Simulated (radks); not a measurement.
Results of a calculation; reference values are marked as such.
Neutral arsenic, [Ar] 3d10 4s2 4p3. Level of theory: non-relativistic Kohn-Sham, LDA (Slater exchange, Perdew-Wang correlation), spin-polarised, spherical densities, point nucleus (a radial shooting solver on a logarithmic mesh with Libxc functionals). Every spin shell is full or empty, so the densities are truly spherical. Functionals are evaluated on that one density, not self-consistently. Rank these orbital-free kinetic functionals by their error against the exact value of the orbitals, and give that value: Thomas-Fermi, von Weizsacker, TF + vW, TF + vW/9, TF + vW/5, LC94, revAPBEK, Perdew 92, Thakkar, LKT, DePristo-Kress, Ernzerhof.

Answer. Exact: 2230.50 hartree. From best to worst, with 100 (|E| - |E exact|)/|E exact| (equal figures are ties): LC94 -0.03, DePristo-Kress -0.13, revAPBEK +0.28, Ernzerhof -0.43, Thakkar -0.52, Perdew 92 -0.78, TF + vW/9 -0.79, TF + vW/5 +3.44, Thomas-Fermi -6.09, LKT +22.46, TF + vW +41.59, von Weizsacker -52.31.
